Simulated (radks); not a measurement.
All-electron atom: As32+ in 1s1. Method: Dirac Kohn-Sham, PBE, spin-unpolarised, spherical densities, finite nucleus; Fermi nuclear charge, rms radius 4.0968 fm; computed with a radial shooting solver on a logarithmic mesh with Libxc functionals. Some entries of the table are withheld. Estimate them.

orbital,occ.,eigenvalue (hartree),<1/r> (bohr^-1),<r> (bohr)
1s1/2,1,(1),33.94,0.04469
2s1/2,0,(2),8.472,0.1797
2p1/2,0,-132.7855,(3),0.1497
2p3/2,0,-130.8235,(4),0.1528

Answer. 
(1) 1s1/2 eigenvalue (hartree): -542.4320
(2) 2s1/2 eigenvalue (hartree): -133.4916
(3) 2p1/2 <1/r> (bohr^-1): 8.447
(4) 2p3/2 <1/r> (bohr^-1): 8.201
